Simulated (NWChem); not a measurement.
System: diarsenic (As₂); SMILES [As]#[As]

```xyz
2

As     0.0000     0.0000     1.0593
As     0.0000     0.0000    -1.0593
```
Atoms are numbered in this order, from 1.

Program: NWChem. All runs use the structure optimised with B3LYP/6-31G* (spherical d). GIAO values for the isolated, static molecule; σ is the absolute isotropic shielding.

**Question.** What does the run give for PBE/x2c-SVPall-s, scalar ZORA without spin-orbit coupling? Quantities: σ As1 (ppm).

**Answer.** 
```json
{
 "σ As1 (ppm)": "-514.3"
}
```
